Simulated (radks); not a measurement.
Values are calculated unless marked as measured or tabulated.
Ionisation of neutral neodymium, [Xe] 4f4 6s2, to Nd+, [Xe] 4f4 6s1, under several functionals. Dirac Kohn-Sham, spin-unpolarised, spherical densities, finite nucleus; open shells fill j = l - 1/2 first; a radial shooting solver on a logarithmic mesh with Libxc functionals.

[
 {"functional": "LDA (Slater exchange, Perdew-Wang correlation)", "E(Nd) (hartree)": "-9622.4894", "Exc (hartree)": "-216.1467", "IE (eV)": "5.985", "-e(HOMO) (eV)": "2.030", "<r> HOMO (bohr)": "1.121", "IE error (eV)": "+0.460"},
 {"functional": "Wu-Cohen GGA", "E(Nd) (hartree)": "-9628.4863", "Exc (hartree)": "-222.2073", "IE (eV)": "5.795", "-e(HOMO) (eV)": "1.865", "<r> HOMO (bohr)": "1.123", "IE error (eV)": "+0.270"},
 {"functional": "exchange-only B88", "E(Nd) (hartree)": "-9627.0667", "Exc (hartree)": "-220.7540", "IE (eV)": "5.227", "-e(HOMO) (eV)": "0.881", "<r> HOMO (bohr)": "1.140", "IE error (eV)": "-0.298"},
 {"functional": "OLYP", "E(Nd) (hartree)": "-9632.9387", "Exc (hartree)": "-226.8241", "IE (eV)": "5.427", "-e(HOMO) (eV)": "1.992", "<r> HOMO (bohr)": "1.104", "IE error (eV)": "-0.098"}
]

NIST Atomic Spectra Database: 5.525 eV (measured). Closest: OLYP. The Delta-SCF values span 0.76 eV, the total energies 10.45 hartree. The highest occupied level is 4f5/2. Spin polarisation and multiplet splitting are left out, so open shells lie too high by an amount that depends on their filling.

Beside tabulated values, note that spin-unpolarised runs miss the spin-polarisation part of the exchange energy of open shells.
